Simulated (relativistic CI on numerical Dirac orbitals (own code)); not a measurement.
# Os4+: N6,7 absorption edge

Computed with this model: Dirac-Coulomb-Breit CI, orbitals from a KLI potential per configuration, model QED (radiative potential, 1s self-energy scaled to tabulated hydrogen-like ionisation energies), multiplet model of core-to-valence dipole absorption, unscaled Slater integrals; configurations [Xe] 4f14 5d4 → [Xe] 4f13 5d5; 80 K; Lorentzian 0.3 eV and Gaussian 0.3 eV FWHM. Energies are those of the free ion, without screening or charge transfer. The branching ratio is the share of the lower-energy edge in the whole absorption, uncertain by about 0.02 where the edges overlap. S is read from ⟨S²⟩ = S(S + 1).

Field parameters in Wybourne normalisation: Oh B⁴₀ = 21Dq, B⁴₄ = √(5/14) B⁴₀. The field is a parameter set, without covalency.

free ion: ground-state S = 1.80, centroid 53.85 eV. Peaks (eV, height): 51.1 (31), 53.0 (91), 53.5 (100), 55.8 (43), 56.3 (26).

Oh, 10Dq = 8500 cm⁻¹: ground-state S = 1.73, centroid 53.93 eV. Peaks (eV, height): 51.4 (41), 52.6 (87), 53.6 (100), 55.4 (44), 56.3 (32).

Strongest unbroadened transitions for Oh, 10Dq = 8500 cm⁻¹:

```csv
Energy (eV),Relative strength
51.38,81.9
52.49,100.0
52.63,63.6
52.84,15.7
52.87,13.5
53.07,11.6
53.12,49.2
53.42,45.5
53.54,23.5
53.60,44.3
53.70,23.0
53.75,29.0
53.81,43.0
54.34,15.1
54.39,28.4
55.34,29.4
55.81,10.0
56.32,13.6
```
